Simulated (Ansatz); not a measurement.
`O[SiH2]B([SiH3])[SiH3]`. Total charge 0; spin multiplicity 1.

```xyz
14

O    -0.274   -2.880   -0.123
Si   -1.117   -1.459   -0.068
B    -0.039    0.218   -0.053
Si    1.952    0.164    0.118
Si   -0.952    1.995   -0.161
H     0.468   -2.976    0.476
H    -2.029   -1.508   -1.240
H    -1.954   -1.370    1.172
H     2.423    0.015   -1.293
H     2.576    1.386    0.694
H     2.449   -1.017    0.883
H    -2.359    1.960   -0.646
H    -0.187    2.960   -1.000
H    -0.956    2.513    1.241
```

Task: List the harmonic frequencies (cm⁻¹, unscaled) at PBE0-D4/def2-TZVP in Ansatz. (Best estimate.)

Result: Ansatz gave: 50, 64, 70, 95, 113, 160, 203, 254, 323, 381, 430, 536, 564, 613, 739, 785, 811, 834, 871, 882, 902, 905, 916, 918, 926, 951, 958, 2148, 2183, 2186, 2194, 2207, 2216, 2218, 2226, 3919.

Task: Is this a minimum?

Result: Yes, all 36 modes are real.

Task: Give the ideal-gas thermochemistry at 298.15 K and 1 bar (rigid rotor, harmonic oscillator; point group C1, symmetry number 1).

Result: Zero-point energy 219.8 kJ/mol; H(298) − E = 250.4 kJ/mol; entropy 428.8 J/(mol·K), of which translation 168.6, rotation 121.2, vibration 138.9; G(298) − E = 122.6 kJ/mol. Modes under 100 cm⁻¹ are hindered rotations or soft bends, so the harmonic entropy is rough.

Task: And at 400, 500, 600, 800 and 1000 K?

Result: 
| T (K) | H − E (kJ/mol) | S (J/mol/K) | G − E (kJ/mol) |
| --- | --- | --- | --- |
| 400 | 268.2 | 480.0 | 76.2 |
| 500 | 288.3 | 524.7 | 26.0 |
| 600 | 310.4 | 564.9 | -28.5 |
| 800 | 359.0 | 634.7 | -148.7 |
| 1000 | 412.1 | 693.8 | -281.7 |
